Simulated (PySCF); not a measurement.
**Radial density of Ni (nickel, neutral)**

UHF, [Ar] 3d9 4s1, high-spin 3D determinant (an excited configuration). Computed with PySCF 2.14 in x2c-TZVPPall, with the spin-free X2C one-electron Hamiltonian (Gaussian nucleus).

```csv
r (bohr),4πr²ρ (e/bohr),4πr²(ρα − ρβ)
0.000899,0.2185,0.0001
0.00151,0.5500,0.0001
0.00254,1.372,0.0003
0.00428,3.313,0.0007
0.00719,7.512,0.0017
0.0121,15.35,0.0033
0.0203,26.34,0.0051
0.0342,33.89,0.0050
0.0576,29.98,0.0014
0.0968,27.81,0.0105
0.163,38.27,0.0750
0.274,25.02,0.3041
0.461,17.04,0.8346
0.775,18.68,0.9108
1.30,6.013,0.4862
2.19,1.224,0.3982
3.69,0.3120,0.2460
6.20,0.03841,0.0372
10.4,0.0001062,0.0001
```

Densities and radii are taken from the X2C orbitals without a picture-change correction, which distorts them close to the nucleus.
